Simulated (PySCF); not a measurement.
Sn(Cl)3(OSiH3) (Cl3H3OSiSn), SMILES [SiH3][O][Sn]([Cl])([Cl])[Cl].

Coordinates come from a B3LYP-D3(BJ)/def2-SVP optimisation. The def2 effective core potentials stand for the cores of Sn; spin–orbit coupling is left out. One conformer was computed; it need not be the lowest.

Two levels are set side by side: PBE/def2-TZVP (PySCF) and HF/def2-TZVP (PySCF). Same geometry, gas phase. Differences are taken from unrounded values.

```csv
quantity,PBE
orbital gap (eV),3.42
highest occupied level (eV),-7.68
lowest empty level (eV),-4.26
dipole moment (D),0.69
mean polarisability (bohr³),107.5
```

Question: These are the PBE values. What does HF give? (Estimate from the structure and the level; the computed values follow.)

Answer: 
```csv
quantity,HF,PBE minus HF
orbital gap (eV),13.21,-9.79
highest occupied level (eV),-12.76,5.08
lowest empty level (eV),0.45,-4.71
dipole moment (D),0.75,-0.06
mean polarisability (bohr³),92.3,15.1
```

Without exact exchange PBE keeps part of each electron's self-repulsion, which lifts occupied levels and narrows the gap. PBE's more diffuse valence density responds more strongly to a field. Differences between two approximate levels are no errors against the true value.

Rough cost on one machine, each run with all the roots and properties that it gave: HF against PBE about 1/2.
